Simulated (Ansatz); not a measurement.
Reaction (formal hydrolysis of a B–F bond): `FB(Cl)C[SiH3]` + H₂O → `OB(Cl)C[SiH3]` + H–F

Gas-phase electronic energies from Ansatz, PBE0-D4/def2-TZVP geometries. CCSD(T)/CBS adds triple-zeta CCSD(T) − MP2 to the extrapolated MP2 energy (def2 sets, frozen cores). This one scheme is used for every species. DFT in def2-TZVPP. One conformer a species, not always the lowest.

```csv
level,ΔE (kJ/mol)
PBE0-D4,2.7
ωB97M-V,5.3
r2SCAN,7.2
PBE0,4.6
HF/def2-TZVPP,12.1
MP2/def2-QZVPP,0.4
HF/CBS(def2),12.9
MP2/CBS(def2),-0.1
```

Task: What does CCSD(T)/CBS give? (Best estimate.)

Result: Ansatz gave: +2.8 kJ/mol. The listed levels differ from it by -0.1, 2.5, 4.4, 1.8, 9.3, -2.4, 10.1, -2.9 kJ/mol.

Largest T1 diagnostic among the species: 0.012.

The D4 term adds −3.5 kJ/mol with B3LYP and −1.9 kJ/mol with PBE0; it sums over pairs of atoms, weighted by their polarisabilities, and B3LYP, whose exchange is more repulsive, gets the larger term. In def2-TZVPP, CCSD(T) changes the Hartree–Fock value by −8.8 kJ/mol (the triples alone add −1.3 kJ/mol) and MP2 by −11.7 kJ/mol.

B3LYP here is the variant with VWN-RPA as its local correlation; programs differ in this.
